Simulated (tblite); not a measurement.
Compound: Cl3Si(SH), Cl3HSSi.
Geometry (GFN2-xTB, Å), atoms numbered from 1 in this order:
```xyz
6
Cl3HSSi angstrom
S      1.4269   -0.5368   -0.8776
Si    -0.4697    0.0148   -0.0035
Cl    -0.5737    2.0200    0.2166
Cl    -1.8947   -0.6378   -1.2547
Cl    -0.6694   -0.8394    1.8160
H      2.1838   -0.0189    0.0816
```

Computed with GFN2-xTB (tblite): harmonic, unscaled wavenumbers at the GFN2-xTB geometry, gas phase. This tight-binding method is rough: wavenumbers can miss measured ones by several per cent, in bad cases by 10 to 20. Modes of hydrogen on sulfur can be 10 to 20 % off.

**Question.** How many normal modes are there?

**Answer.** 6 atoms, non-linear: 3N − 6 = 12.

**Question.** What is the point group of the computed structure, and how do the modes divide by symmetry?

**Answer.** Cs. The vibrations span 8 a′ + 4 a″.

**Question.** How many distinct wavenumbers does the calculation give?

**Answer.** 12: Cs has no degenerate species.

**Question.** How many fundamentals are allowed in the infrared by symmetry?

**Answer.** 12 of 12: in Cs every mode is allowed. All fundamentals are allowed in the Raman spectrum.

**Question.** How far is the lowest real mode excited at 200 K, as a harmonic oscillator?

**Answer.** θ = hcν̃/k = 139 K for 96.5 cm⁻¹, so N1/N0 = 0.5 and ⟨v⟩ = 1/(exp(θ/T) − 1) = 1.
